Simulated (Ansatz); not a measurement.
Q: Name a neutral molecule of B, C, Si and H with LUMO energy (B3LYP/def2-TZVPP) between -1.05 and -0.75 eV and HOMO energy (B3LYP/def2-TZVPP) between -6.95 and -6.65 eV (Ansatz, PBE0-D4/def2-TZVP geometry).

A: `BC1[SiH2][SiH2]1` (-0.96 eV, -6.80 eV). Other molecules can fit too; these were computed, each in one conformer that needn't be the lowest.

B3LYP here is the variant with VWN-RPA as its local correlation; programs differ in this.
